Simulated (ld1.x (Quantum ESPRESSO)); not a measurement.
Which change was made? (B, PAW)

```
Element                 : B (Z = 5)
Generator               : ld1.x (Quantum ESPRESSO) 7.5
Type                    : PAW
Functional              : PW91
Relativity              : scalar-relativistic
Frozen core             : [He]
Valence charge          : 3
Reference configuration : 2s1.75 2p1.25
Partial waves           : 2s (bound): rcut 1.30, rcutus 1.40 bohr; 2s channel at 0.65 Ry: rcut 1.30, rcutus 1.40 bohr; 2p (bound): rcut 1.45, rcutus 1.90 bohr; 2p channel at 0.05 Ry: rcut 1.45, rcutus 1.90 bohr; 3d channel at 0.2 Ry: rcut 1.40, rcutus 1.45 bohr; 3d channel at 1.85 Ry: rcut 1.40, rcutus 1.45 bohr
Local potential         : all-electron potential smoothed inside 1.80 bohr (lloc = -2)
Core correction         : Bessel-smoothed model core inside 0.90 bohr
Augmentation charge     : PSQ, inside the norm-conserving radii
```

Cutoffs, loose and tight: the cutoffs (Ry, on a coarse ladder) from which the occupation-weighted sum of valence levels, in a spherical-Bessel basis at the reference potential, stays within 10 and 1 mRy of its value at 400 Ry. They do not see the model core or the augmentation charge, which bear on the density cutoff. Test errors are all-electron minus pseudo excitation energies from the reference, over the configurations 2s2 2p1; 2s2 2p0; 2s1 2p0; 2s0 2p3; 2s1 2p1; 2s2 2p1.3; 2s1 2p2; variants that change the core or the reference have their own tests. The largest error is taken over the tests solved by every variant that gives reliable tests at all, those not shown here included: 2s1 2p0; 2s2 2p0; 2s2 2p1.

The base gives: outcome: generated, overlap not positive; bound ghosts: not determined (overlap not positive); largest test error (meV): -7.5.

After one change the result is: outcome: generated; cutoff, loose: 25 Ry; cutoff, tight: 50 Ry; bound ghosts: none; largest test error (meV): +89. Which change was it?
A. type TM; waves now 2p (bound): rc 1.90 bohr; 3d channel at 0.2 Ry: rc 1.45 bohr; 2s (bound): rc 1.40 bohr; local potential the s channel
B. waves 2s (bound): rcut 1.30, rcutus 2.00 bohr; 2s channel at 0.65 Ry: rcut 1.30, rcutus 2.00 bohr
C. all radii but the core radius scaled by about 1.09 (s 1.54, p 2.08, d 1.58 bohr, rcut 1.42/1.58/1.54); local potential all-electron potential smoothed inside 1.96 bohr (lloc = -2)

A. The others give: all radii but the core radius scaled by about 1.09 (s 1.54, p 2.08, d 1.58 bohr, rcut 1.42/1.58/1.54); local potential all-electron potential smoothed inside 1.96 bohr (lloc = -2) → outcome: generated; cutoff, loose: 12 Ry; cutoff, tight: 15 Ry; bound ghosts: none; largest test error (meV): -4.4 | waves 2s (bound): rcut 1.30, rcutus 2.00 bohr; 2s channel at 0.65 Ry: rcut 1.30, rcutus 2.00 bohr → outcome: generated; cutoff, loose: 15 Ry; cutoff, tight: 18 Ry; bound ghosts: none; largest test error (meV): -0.6. A file whose overlap is not positive is unfit for use, and its test errors describe a broken file.
